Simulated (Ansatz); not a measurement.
A search over several starts for the lowest SCF solution of the cluster Sn2F⁺ at the given spin, in a small basis.

```yaml
crystal:
  periodic: [false, false, false]
  atoms:
    - {symbol: Sn, position_ang: [1.069110, 0.126064, -1.266502]}
    - {symbol: Sn, position_ang: [-1.430162, 0.341158, 0.414070]}
    - {symbol: F, position_ang: [0.361042, -0.467223, 0.852432]}
basis:
  gaussian: {orbitals: def2-SVP, initial_orbitals: start.molden}
total_charge: 1
magnetization: {spin_polarized: true, initial_magnetization: 4}
hamiltonian: {xc: pbe0, dispersion: d4}
output: {orbitals: {seedname: orbitals}}
```

The file start.molden holds the orbitals of an earlier run on this structure, at another level or in another basis.

```sh
$ ansatz run in.yaml --threads 4 --pin off --events-out ev --progress --plain --max-ram 3916MiB
```

It prints (some lines left out):

```
Functional definition: PBE0
811 factors; integrals over basis functions are off by at most 3.2e-4 eV
mean field evaluation 1: about -14363.9853 eV, gradient 2.7e1 eV
mean field evaluation 2: about -14364.2165 eV, gradient 3.9e-1 eV
mean field evaluation 4: about -14364.2644 eV, gradient 4.1e-3 eV
mean field evaluation 8: about -14350.6025 eV, gradient 5.8e1 eV
mean field evaluation 16: about -14363.5738 eV, gradient 7.7e-1 eV
mean field evaluation 32: about -14363.6078 eV, gradient 1.1e-2 eV
mean field evaluation 64: about -14363.6627 eV, gradient 3.1e0 eV
mean field -14364.26441253 eV, -527.8769807122 hartree, gradient 3.5e-5 eV, S^2 6.006273; 7 other end points of the search recorded, 0 dependent functions left out
reference -14364.26443997 eV, -527.8769817206 hartree; 28, 24 occupied and 38, 42 virtual orbitals, 811 factors
Total energy: -14364.33817773 eV, -527.8796915334 hartree
```

Run time 3.6 s (4 threads of Arm Neoverse V2 on a shared host).

In the def2 sets Sn takes a core potential; there is no spin–orbit coupling. At PBE0-D4/def2-TZVP a broken-symmetry singlet of charge 1 lies 4.97 eV below the quintet, each at its own geometry. The structure comes from a short search, and lower isomers may exist.
